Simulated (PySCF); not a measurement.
Vertical excitations of a molecule C5H7F from TDA-PBE/def2-SVPD (PySCF), as energy in eV (oscillator strength): 5.79 (0.002), 6.33 (0.003), 6.63 (0.008), 6.76 (0.119), 7.12 (0.164), 7.26 (0.001), 7.43 (0.018), 7.73 (0.001), 8.10 (0.009), 8.16 (0.006). Lowest triplet (TDA): 4.36 eV. Geometry optimised at ωB97X-D3(BJ)/def2-SVP. One conformer was computed; it need not be the lowest.

Q: Which structure fits?
(A) CC1=CC[C@@H]1F
(B) C=CC(F)C=C
(C) FC1=CCCC1
(D) C=C(F)C1CC1

A: C, FC1=CCCC1
